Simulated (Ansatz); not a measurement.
## One elementary step

Start structure (Si2NH7OF4, closed shell), relaxed at PBE0-D4/def2-TZVP:

Si1  (-0.796, 0.651, 0.596)
O2  (0.086, -0.109, -0.598)
Si3  (-0.221, 0.007, -2.247)
F4  (-1.694, 1.519, -0.444)
F5  (-0.166, 1.908, 1.356)
F6  (-2.041, -0.101, 1.267)
H7  (1.288, -0.403, 1.724)
N8  (0.286, -0.436, 1.909)
H9  (1.566, -0.643, -0.280)
F10  (2.389, -0.914, 0.119)
H11  (0.005, 1.386, -2.730)
H12  (0.770, -0.911, -2.860)
H13  (-1.593, -0.458, -2.543)
H14  (0.112, -0.085, 2.845)
H15  (0.008, -1.411, 1.885)
(Å)

The step: Si₂H₃OF₃ ([F][Si]([F])([F])[O][SiH3]) + NH₃ + HF → SiNH₂F₃ ([NH2][Si]([F])([F])[F]) + SiH₄O ([OH][SiH3]) + HF; bonds formed: O2–H9, H7–F10; dative contacts that become bonds: Si1–N8; bonds broken: Si1–O2, H7–N8, H9–F10. Ansatz 0.2.0; basis: def2-TZVPP and def2-QZVPP; cores frozen in the correlated methods. Extrapolation: Hartree–Fock as exp(−7.88 √X), correlation as X^−2.97. Energies below are by CCSD(T) at an estimated basis limit (MP2 extrapolated from triple and quadruple zeta, plus CCSD(T) − MP2 in triple zeta).

**Question.** What are the electronic barrier and the energy of the step, from the start structure to the end structure? (To be estimated.)

**Answer.** By the calculation: Barrier 23.59 kcal/mol; step energy 16.50 kcal/mol (uphill); reverse barrier, their difference, 7.08 kcal/mol. Barrier and step energy count from the start structure, the reverse barrier from the end structure.

The saddle point: One imaginary mode of 467i cm⁻¹.
| pair | start (Å) | saddle (Å) | end (Å) |
| --- | --- | --- | --- |
| Si1–N8 | 2.02 | 1.81 | 1.71 |
| O2–H9 | 1.61 | 1.04 | 0.97 |
| H7–F10 | 2.01 | 1.16 | 0.96 |
| Si1–O2 | 1.67 | 1.93 | 2.98 |
| H7–N8 | 1.02 | 1.27 | 1.70 |
| H9–F10 | 0.95 | 1.39 | 1.92 |

Zero-point energy (harmonic, PBE0-D4): ZPE is 58.54 kcal/mol at the start and 55.53 kcal/mol at the saddle, so the barrier goes from 23.59 to 20.58 kcal/mol.

No T1 diagnostic of these runs exceeds 0.012.

Labels in which every atom is bracketed show which atoms are joined, not bond orders.

For scale, one of the runs: CCSD(T)/def2-TZVPP, 368 basis functions, launched by `ansatz run in.yaml --threads 4 --pin off --events-out ev --progress --plain --max-ram 66560MiB --backend cuda --devices 0, --max-vram 37GiB`. The run took 36 s on 4 CPU threads of an AMD EPYC 7R13 and a share of one NVIDIA H100 (shared host), with 1.5 GiB of host memory at its peak.
